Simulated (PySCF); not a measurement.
**Orbital picture of GeI**

ωB97M-V at R = 2.531 Å; PySCF, scalar-relativistic core potentials, basis sets Ge def2-TZVPPD, I def2-TZVPPD with ECP28. State: ²Π (doublet), unpaired electrons π ↑. Only the outer orbitals are listed, counted within each symmetry, core potentials removing the inner ones.

```
spin  orbital  occ.  ε (eV)  on Ge (%)           main shells (%)
   α      10σ     1  -22.18         11                    89 I s
   α      11σ     1  -16.18         81           80 Ge s, 12 I p
   α       6π     1  -10.36         17           83 I p, 15 Ge p
   α      12σ     1  -10.30         42  57 I p, 29 Ge p, 11 Ge s
   α       6π     1  -10.13          9                    90 I p
   α       7π     1   -7.09         83           82 Ge p, 15 I p
   α       7π     0   -1.34         83            81 Ge p, 9 I p
   α      13σ     0    0.46         29   54 I p, 18 Ge p, 13 I s
   α       8π     0    1.16         -1                   101 I p
   β      10σ     1  -22.09          9                    90 I s
   β      11σ     1  -15.35         78           78 Ge s, 16 I p
   β       6π     1  -10.11          8                    91 I p
   β      12σ     1  -10.06         44  55 I p, 28 Ge p, 15 Ge s
   β       6π     1   -9.93          7                    93 I p
   β       7π     0   -1.13         82     79 Ge p, 9 I p, 9 I d
   β       7π     0   -0.51         76   72 Ge p, 12 I d, 12 I p
   β      13σ     0    0.53         24   59 I p, 14 Ge p, 13 I s
```

**Question.** Which are the highest filled and the lowest empty level, where do they sit, and how wide is the gap?

**Answer.** Highest filled α 7π at -7.09 eV (in %: 82 Ge p, 15 I p); lowest empty α 7π at -1.34 eV (in %: 81 Ge p, 9 I p); the gap at ωB97M-V is 5.75 eV. Both belong to one degenerate shell, split only by its one-sided filling, so this is no excitation gap.

```
bond order (Mayer)                              : 1.29
⟨S²⟩                                            : 0.753
charge on Ge (Mulliken, basis-dependent)        : 0.13
charge on Ge (Löwdin, basis-dependent)          : 0.08
dipole moment (positive dipole means Ge(−)I(+)) : -1.55 D
```

Shares are Mulliken populations and can fall outside 0 to 100 %.

Spin–orbit coupling is left out. The state was picked by a PBE0 search and need not be the measured ground state.
